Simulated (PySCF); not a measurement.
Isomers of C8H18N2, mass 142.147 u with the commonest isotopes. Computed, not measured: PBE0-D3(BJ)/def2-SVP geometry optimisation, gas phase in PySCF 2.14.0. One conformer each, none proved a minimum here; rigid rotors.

Question: Order these by rotational constant B, largest first.
A. `[CH3:1][CH2:2][C:3]([CH3:4])([CH3:5])[NH:6][NH:7][CH:8]1[CH2:9][CH2:10]1` with C1–C2–C3–C4 54°, C2–C3–N6–N7 -67°, C3–N6–N7–C8 150°, N6–N7–C8–C9 81°
B. `[CH3:1][CH2:2][C@H:3]([CH3:4])[N:5]([NH:6][CH3:7])[CH:8]1[CH2:9][CH2:10]1` with C1–C2–C3–C4 -171°, C2–C3–N5–N6 69°, C3–N5–N6–C7 -141°, C3–N5–C8–C9 142°
C. `[CH2:1]=[CH:2][N:3]([NH:4][CH2:5][CH2:6][CH3:7])[CH:8]([CH3:9])[CH3:10]` with C1–C2–N3–N4 -8°, C2–N3–N4–C5 88°, N3–N4–C5–C6 -177°, N4–C5–C6–C7 -178°, C2–N3–C8–C9 -52°

Answer: B (997.0 MHz), C (655.0 MHz), A (636.2 MHz).

Question: Order these by radius of gyration √(Σ m r²/M), smallest first.
A. `[CH2:1]=[CH:2][N:3]([NH:4][CH2:5][CH2:6][CH3:7])[CH:8]([CH3:9])[CH3:10]` with C1–C2–N3–N4 -8°, C2–N3–N4–C5 88°, N3–N4–C5–C6 -177°, N4–C5–C6–C7 -178°, C2–N3–C8–C9 -52°
B. `[CH3:1][CH2:2][C:3]([CH3:4])([CH3:5])[NH:6][NH:7][CH:8]1[CH2:9][CH2:10]1` with C1–C2–C3–C4 54°, C2–C3–N6–N7 -67°, C3–N6–N7–C8 150°, N6–N7–C8–C9 81°
C. `[CH3:1][CH2:2][C@H:3]([CH3:4])[N:5]([NH:6][CH3:7])[CH:8]1[CH2:9][CH2:10]1` with C1–C2–C3–C4 -171°, C2–C3–N5–N6 69°, C3–N5–N6–C7 -141°, C3–N5–C8–C9 142°

Answer: C (2.223 Å), B (2.542 Å), A (2.583 Å).

Question: Order these by rotational constant A, largest first.
A. `[CH3:1][CH2:2][C@H:3]([CH3:4])[N:5]([NH:6][CH3:7])[CH:8]1[CH2:9][CH2:10]1` with C1–C2–C3–C4 -171°, C2–C3–N5–N6 69°, C3–N5–N6–C7 -141°, C3–N5–C8–C9 142°
B. `[CH3:1][CH2:2][C:3]([CH3:4])([CH3:5])[NH:6][NH:7][CH:8]1[CH2:9][CH2:10]1` with C1–C2–C3–C4 54°, C2–C3–N6–N7 -67°, C3–N6–N7–C8 150°, N6–N7–C8–C9 81°
C. `[CH2:1]=[CH:2][N:3]([NH:4][CH2:5][CH2:6][CH3:7])[CH:8]([CH3:9])[CH3:10]` with C1–C2–N3–N4 -8°, C2–N3–N4–C5 88°, N3–N4–C5–C6 -177°, N4–C5–C6–C7 -178°, C2–N3–C8–C9 -52°

Answer: B (2566 MHz), C (2024 MHz), A (1476 MHz).

| SMILES | point group | Ia (u·Å²) | Ib (u·Å²) | Ic (u·Å²) | κ | μa (D) | μb (D) | μc (D) |
| --- | --- | --- | --- | --- | --- | --- | --- | --- |
| C=CN(NCCC)C(C)C | C1 | 249.68 | 771.56 | 875.40 | -0.89 | 0.21 | 0.71 | 0.05 |
| CC[C@H](C)N(NC)C1CC1 | C1 | 342.46 | 506.89 | 555.49 | -0.69 | 0.99 | 0.09 | 0.73 |
| CCC(C)(C)NNC1CC1 | C1 | 196.97 | 794.43 | 845.10 | -0.96 | 0.37 | 0.97 | 0.87 |
